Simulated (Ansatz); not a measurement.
Molecule: 1,3-diselenane, C₄H₈Se₂ (charge 0, singlet). 
Geometry from a B3LYP-D3(BJ)/def2-TZVP (Ansatz, an electronic-structure program) optimisation:
SMILES: C1C[Se]C[Se]C1
```xyz
14

C     -1.9751    -0.0904     0.3988
C     -1.1506     0.6989     1.4075
Se     0.5088     1.4878     0.6916
C      1.3173    -0.2015     0.1142
Se     0.2558    -1.2252    -1.1765
C     -1.3470    -1.4061    -0.0420
H     -2.9359    -0.3271     0.8727
H     -2.1912     0.5300    -0.4729
H     -1.7107     1.5564     1.7779
H     -0.8824     0.0793     2.2646
H      2.2553     0.0479    -0.3750
H      1.5207    -0.8201     0.9849
H     -2.0404    -1.9788    -0.6563
H     -1.0782    -2.0199     0.8192
```
Charge 0, spin multiplicity 1.

Dipole moments at this geometry, in debye (magnitudes).

```tsv
level	program	dipole (D)
PBE/def2-TZVPD	Ansatz	2.03
BLYP/def2-TZVPD	Ansatz	1.98
r2SCAN/def2-TZVPD	Ansatz	2.15
PBE0/def2-TZVPD	Ansatz	[?]
BHLYP/def2-TZVPD	Ansatz	2.14
r2SCANh/def2-TZVPD	Ansatz	2.17
HSE06/def2-TZVPD	Ansatz	2.12
LC-wPBE/def2-TZVPD	Ansatz	2.14
wB97X-V/def2-TZVPD	Ansatz	2.14
CCSD(T)/aug-cc-pVDZ	Ansatz	[?]
```

Problem. Some entries are withheld; supply them.

Solution. 
- PBE0/def2-TZVPD, dipole (D): 2.12
- CCSD(T)/aug-cc-pVDZ, dipole (D): 2.05
